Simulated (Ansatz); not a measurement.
Name a neutral molecule of O, Si and H with size of the dipole moment (PBE/def2-TZVPP) between 0.75 and 1.05 D and size of the dipole moment (ωB97M-V/def2-TZVPP) between 0.85 and 1.15 D (Ansatz, PBE0-D4/def2-TZVP geometry).

`O1[SiH2][SiH2][SiH2]1` (0.97 D, 1.13 D); `[SiH3][SiH]1O[SiH2][SiH2]1` (0.87 D, 1.01 D). Other molecules can fit too; these were computed, each in one conformer that needn't be the lowest.
